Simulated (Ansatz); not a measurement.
`F[CH2][GaH][I]` and `F[CH2][InH][I]` differ in one element.

Ansatz, PBE0-D4/def2-TZVP geometries, multiplicity 1. Each molecule was computed in one conformer, which needn't be the lowest.

Elements past krypton have def2 core potentials. Scalar relativity is left out up to krypton. Spin–orbit coupling is left out; it splits and shifts lone-pair levels of the heavy atoms by tenths of an eV.

```json
{"property": "HOMO–LUMO gap (PBE/def2-TZVPP) / eV", "`F[CH2][GaH][I]`": "3.76"}
{"property": "HOMO–LUMO gap (PBE0/def2-TZVPP) / eV", "`F[CH2][GaH][I]`": "5.67"}
{"property": "size of the dipole moment (ωB97M-V/def2-TZVPP) / D", "`F[CH2][GaH][I]`": "0.37"}
{"property": "size of the dipole moment (B3LYP/def2-TZVPP) / D", "`F[CH2][GaH][I]`": "0.36"}
{"property": "LUMO energy (ωB97M-V/def2-TZVPP) / eV", "`F[CH2][GaH][I]`": "-0.15"}
{"property": "LUMO energy (PBE/def2-TZVPP) / eV", "`F[CH2][GaH][I]`": "-2.59"}
```

Q: Give the same properties after the change, and the shifts. (Estimate.)

A: Computed: 
```
                                          property  `F[CH2][InH][I]`  shift
               HOMO–LUMO gap (PBE/def2-TZVPP) / eV              3.52  -0.24
              HOMO–LUMO gap (PBE0/def2-TZVPP) / eV              5.34  -0.33
size of the dipole moment (ωB97M-V/def2-TZVPP) / D              1.14   0.77
  size of the dipole moment (B3LYP/def2-TZVPP) / D              1.06   0.70
             LUMO energy (ωB97M-V/def2-TZVPP) / eV             -0.45  -0.30
                 LUMO energy (PBE/def2-TZVPP) / eV             -2.64  -0.05
```

With PBE0 the HOMO rises by 0.23 eV and the LUMO falls by 0.12 eV, so the gap narrows by about 0.35 eV. PBE moves the HOMO by 0.19 eV and ωB97M-V by 0.23 eV. Dipoles are sizes alone; their direction can turn.

B3LYP here is the variant with VWN-RPA as its local correlation; programs differ in this.
